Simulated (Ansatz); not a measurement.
Consider the redistribution: `[NH2][Sc]([Cl])[O][SiH3]` + `C/C=C\[SiH2]Cl` → `[SiH3][O][Sc]([Cl])[Cl]` + `C/C=C/[SiH2]N`.

Computed with Ansatz on PBE0-D4/def2-TZVP structures; ΔE is electronic, products minus reactants. CCSD(T)/CBS is the MP2 limit (def2-TZVPP, def2-QZVPP) plus CCSD(T) − MP2 in def2-TZVPP, frozen cores. Double bonds are as drawn, so ΔE can hold a change between cis and trans. DFT in def2-TZVPP. B3LYP here is the variant with VWN-RPA as its local correlation; programs differ in this. HSE06 is defined as in plane-wave codes. For Sc outer-core shells are correlated without core-valence functions, which leaves a few kJ/mol of doubt a bond. Scalar relativity is left out up to krypton. Each species was taken in one conformer, which may not be the lowest.

`[NH2][Sc]([Cl])[O][SiH3]`:

```xyz
10

N     2.213    1.243   -0.108
Sc    1.181   -0.238    0.651
Cl    2.202   -1.663    2.173
O    -0.596   -0.373    0.057
Si   -2.150   -0.549   -0.413
H     3.181    1.454    0.106
H     1.887    1.931   -0.775
H    -2.833   -1.580    0.413
H    -2.878    0.740   -0.263
H    -2.207   -0.965   -1.841
```

`C/C=C\[SiH2]Cl`:

```xyz
12

C    -0.788    0.839    1.176
C     0.634    0.681    0.770
C     1.095   -0.091   -0.217
Si    0.060   -1.181   -1.295
Cl   -1.037   -0.070   -2.649
H    -1.107    1.877    1.037
H    -0.914    0.614    2.239
H    -1.464    0.202    0.604
H     1.346    1.274    1.343
H     2.166   -0.081   -0.406
H    -0.924   -1.979   -0.523
H     0.934   -2.085   -2.080
```

`[SiH3][O][Sc]([Cl])[Cl]`:

```xyz
8

Si    1.188   -0.581    0.903
O    -0.036    0.008   -0.020
Sc   -1.405    0.683   -1.063
Cl   -1.517    2.949   -1.390
Cl   -2.910   -0.784   -1.975
H     2.482   -0.363    0.204
H     1.207    0.124    2.210
H     0.991   -2.036    1.131
```

`C/C=C/[SiH2]N`:

Cartesian coordinates in Å:
```
C -1.707 1.610 1.076
C -0.657 1.024 0.197
C 0.110 -0.027 0.490
Si 1.399 -0.671 -0.671
N 1.118 -2.335 -1.004
H -2.682 1.597 0.578
H -1.487 2.660 1.296
H -1.791 1.068 2.019
H -0.519 1.519 -0.765
H -0.039 -0.517 1.453
H 1.371 0.241 -1.858
H 2.769 -0.619 -0.089
H 1.875 -2.917 -1.323
H 0.240 -2.633 -1.399
```

```
             level  ΔE (kJ/mol)  difference from CCSD(T)/CBS
         r2SCAN-D4        -62.5                          0.1
          HSE06-D4        -60.8                          1.8
          BHLYP-D4        -68.2                         -5.6
      CAM-B3LYP-D4        -64.3                         -1.7
            revPBE        -57.5                          5.1
             B3LYP        -65.2                         -2.6
     CCSD/def2-SVP        -68.2                         -5.6
SCS-MP2/def2-QZVPP        -63.9                         -1.3
      HF/CBS(def2)        -84.1                        -21.5
     MP2/CBS(def2)        -61.5                          1.1
       CCSD(T)/CBS        -62.6                            0
```

Largest T1 diagnostic among the species: 0.014.

From BLYP to BHLYP (50 % exact exchange), in def2-TZVPP and without D4, ΔE moves by −10.9 kJ/mol. Leaving LDA and LC-ωPBE aside and taking each functional with its dispersion term where it has one, the values, not all of them listed here, spread over 15.2 kJ/mol, from BHLYP-D4 to revPBE-D4. At CCSD(T), def2-SVP lies −5.1 kJ/mol from the extrapolated value and def2-TZVPP −1.9 kJ/mol.

CCSD(T)/CBS has its own doubt, a few kJ/mol and more with outer-core shells, so smaller differences from it don't rank the levels.
